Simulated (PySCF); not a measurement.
**How methods differ on the ionisation energy of Mo(22+)**

Mo(22+) [Ar] 3d2 (3F) → Mo(23+) [Ar] 3d1 (2D), as a difference of total energies. Calculation: PySCF 2.14, in an uncontracted even-tempered set (18 s from 2.5 bohr⁻², ratio 2.5; 12 p from 3.2 bohr⁻², ratio 2.5; 8 d from 3.2 bohr⁻², ratio 2.5; 4 f from 11 bohr⁻², ratio 2.7; 3 g from 17 bohr⁻², ratio 2.7); scalar relativity by spin-free X2C-1e. Correlated levels: outer shells: [Ne] frozen; virtual orbitals above 40 to 60 times the deepest correlated orbital energy dropped. The calculations carry no spin-orbit coupling.

| method | ionisation energy (eV) |
| --- | --- |
| UHF | 1017.7 |
| LDA | 1017.8 |
| PBE | 1018.1 |
| PBE0 | 1018.3 |
| r2SCAN | 1019.2 |
| BP86 | 1018.3 |
| BLYP | 1018.3 |
| MP2 (outer shells) | 1017.7 |
| SCS-MP2 (outer shells) | 1017.6 |

A first-order spin-orbit estimate (lowest level to lowest level, LS coupling) adds 0.783 eV.

Breit and QED terms and the two-electron picture change are absent.

For comparison: 1019 ± 4 eV (theoretical estimate listed by NIST; NIST Atomic Spectra Database, ionization energies).
